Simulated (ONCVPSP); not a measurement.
## titanium (Ti), ONCV: configuration errors across variants

ONCVPSP 4.0.1 input, shortened (lines: element, Z, core and valence counts, functional; n l f; lmax; l rc ep ncon nbas qcut; lloc lpopt rc5 dvloc0; l nproj debl; icmod fcfact rcfact), LDA (Perdew-Wang 92), scalar-relativistic:

```
  Ti 22.00    3    4  -001012      upf
    1    0    2.00
    2    0    2.00
    2    1    6.00
    3    0    2.00
    3    1    6.00
    3    2    2.00
    4    0    2.00
    2
    0    1.40    0.00    4    9    8.20
    1    1.20    0.00    4    8    5.60
    2    1.45    0.00    4    8   10.70
    4    5    1.05    1.00
    0    2    3.50
    1    2    2.80
    2    2    1.90
    0    0.00    0.00
```

All-electron excitation energies from the reference (eV): (1) 3s2 3p6 3d2 4s1 7.529; (2) 3s2 3p6 3d2 4s0 21.322; (3) 3s2 3p6 3d1 4s0 48.516; (4) 3s2 3p6 3d3 4s1 1.053.

1 further variants failed, have other tests or another functional or relativity, and are left out.

Errors AE − PS in meV (a dash: test not solved or not reliable):

```tsv
change	(1)	(2)	(3)	(4)	bound ghosts	GHOST(+) flags above zero
base	-0.2	-0.1	+15	+4.0	none	none
s: qcut 9.8; p: qcut 6.7; d: qcut 12.8	-0.3	-0.2	+12	+2.7	none	none
local potential polynomial inside 1.05 bohr (lpopt 5, dvloc0 9 Ha)	-0.2	-0.1	+15	+3.9	none	none
d: qcut 6.9	-0.1	+0.2	+38	+8.7	none	none
s: rc 1.46	-0.2	-0.2	+15	+4.1	none	none
s: nproj 4	-0.2	-0.1	+15	+4.0	none	s
core correction polynomial model core, fcfact 0.3	-0.3	-0.5	+14	+3.5	none	none
```

Give the same row for: p: qcut 8.6.

-0.2, -0.1, +16, +4.0; bound ghosts: none; GHOST(+) flags above zero: none.
